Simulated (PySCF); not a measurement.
Gas-phase reaction: 2 GeH₄ + GeF₂ + HF = 3 GeH₃F

Method: PySCF energies plus ideal-gas RRHO corrections (1 bar). † marks an energy on the PBE0/def2-TZVP geometry and frequencies; other levels use their own. MP2 and CCSD(T) freeze the core. 6-31G* has spherical d functions here. All species are closed-shell singlets. B3LYP is the form with VWN-RPA correlation. Ge: all electrons, no relativistic terms. MP2 isn't extrapolated to the basis-set limit; its ΔH°(298 K) is -87.5 kJ in def2-SVP and -78.8 kJ in def2-TZVPP. CCSD(T) isn't extrapolated to the basis-set limit; its ΔH°(298 K) is -74.6 kJ in def2-SVP and -71.6 kJ in def2-TZVPP. The harmonic model lacks anharmonicity and excited electronic states, which grow with temperature; levels with a mode under 35 cm⁻¹ are left out.

| level | ΔE electronic, kJ | ΔH°(298 K), kJ | ΔS°(298 K), J/K | ΔG°(600 K), kJ |
|---|---|---|---|---|
| B3LYP/6-31G* | -71 | -68 | -124 | 7 |
| CCSD(T)/def2-SVP† | -77 | -75 | -123 | 0 |
| CCSD(T)/def2-TZVPP† | -74 | -72 | -123 | 3 |
| HF/6-31G* | -109 | -105 | -125 | -29 |
| MP2/def2-SVP† | -90 | -88 | -123 | -13 |
| MP2/def2-TZVPP† | -81 | -79 | -123 | -4 |
| PBE0/def2-SVP† | -80 | -78 | -123 | -3 |
| PBE0/def2-TZVP | -68 | -65 | -123 | 9 |
| LDA/def2-TZVP† | -67 | -65 | -123 | 9 |
| ωB97M-V/def2-TZVP† | -62 | -60 | -123 | 15 |
ΔH° is lowest at HF/6-31G* and highest at ωB97M-V/def2-TZVP†. No reference value is set beside these.
